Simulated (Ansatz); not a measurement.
```yaml
crystal:
  periodic: [false, false, false]
  atoms:
    - {symbol: C, position_ang: [0.944490, 0.155926, 0.458066]}
    - {symbol: N, position_ang: [0.644490, -0.144074, 0.158066]}
    - {symbol: Ti, position_ang: [-0.110667, 1.149590, -0.920091]}
    - {symbol: F, position_ang: [-1.066423, 0.341901, -2.163562]}
    - {symbol: F, position_ang: [1.211016, 2.101752, -1.570452]}
    - {symbol: F, position_ang: [-1.235936, 2.093413, 0.057050]}
    - {symbol: H, position_ang: [0.179180, -2.159248, 0.578190]}
    - {symbol: H, position_ang: [-1.165742, -1.028451, 0.718240]}
    - {symbol: H, position_ang: [0.072526, -1.058238, 1.972541]}
    - {symbol: H, position_ang: [1.648176, -0.200732, 0.279077]}
basis:
  gaussian: {orbitals: def2-TZVPD, final_grid: {core_spheres: 5, valence_spheres: 4, degree: 11}}
hamiltonian: {xc: {name: B2PLYP}}
accuracy: high
output: {forces: true}
```

```sh
$ ansatz run in.yaml --threads 4 --pin off --events-out ev --progress --plain --max-ram 11315MiB
```

Output, abridged:

```
Functional definition: B2PLYP
4589 factors; integrals over basis functions are off by at most 4.8e-9 eV
mean field evaluation 1: about -33653.3213 eV, gradient 1.7e2 eV
mean field evaluation 2: about -33653.4877 eV, gradient 1.7e2 eV
mean field evaluation 4: about -33690.3329 eV, gradient 4.3e1 eV
mean field evaluation 8: about -33694.8068 eV, gradient 2.6e0 eV
mean field evaluation 16: about -33694.8916 eV, gradient 8.1e-2 eV
mean field evaluation 32: about -33694.8917 eV, gradient 4.2e-4 eV
mean field -33694.89171819 eV, -1238.2644314256 hartree, gradient 8.8e-8 eV, S^2 0.000000; 4 other end points of the search recorded, 0 dependent functions left out; unrestricted orbitals would lower it
10 core orbitals not correlated: weight in the atoms' cores, before any rotation towards them, 0.998 or more for the frozen orbitals, at most 0.001 for the correlated occupied ones
reference -33694.89174706 eV, -1238.2644324864 hartree; 23, 23 occupied and 245, 245 virtual orbitals, 4589 factors
second order -54.36741441 eV of doubles, -0.00000000 eV of singles
Total energy: -33709.57094895 eV, -1238.8038832059 hartree
Atom 0 at     0.944490     0.155926     0.458066 Å, force   451.540899   459.776631   463.482177 eV/Å
Atom 1 at     0.644490    -0.144074     0.158066 Å, force  -469.080951  -456.909271  -459.698311 eV/Å
Atom 2 at    -0.110667     1.149590    -0.920091 Å, force    -6.182268     1.141728    -3.896747 eV/Å
Atom 3 at    -1.066423     0.341901    -2.163562 Å, force     0.115514    -0.055459    -0.445704 eV/Å
Atom 4 at     1.211016     2.101752    -1.570452 Å, force     1.772745     0.794955    -0.372318 eV/Å
Atom 5 at    -1.235936     2.093413     0.057050 Å, force    -0.117799     0.770365     0.700886 eV/Å
Atom 6 at     0.179180    -2.159248     0.578190 Å, force     1.085583     0.445680     1.766156 eV/Å
Atom 7 at    -1.165742    -1.028451     0.718240 Å, force    -0.062089     1.399163     1.147095 eV/Å
Atom 8 at     0.072526    -1.058238     1.972541 Å, force    -1.609634    -2.071399    -2.161453 eV/Å
Atom 9 at     1.648176    -0.200732     0.279077 Å, force    22.537999    -5.292392    -0.521782 eV/Å
Dipole moment:     0.744400    -0.283823     0.294070 e Å
```

(1) What is wrong with this run?

Answers

(1) One atom was put on top of another. Self-consistency was reached. The result belongs to that input, not to the molecule as meant.
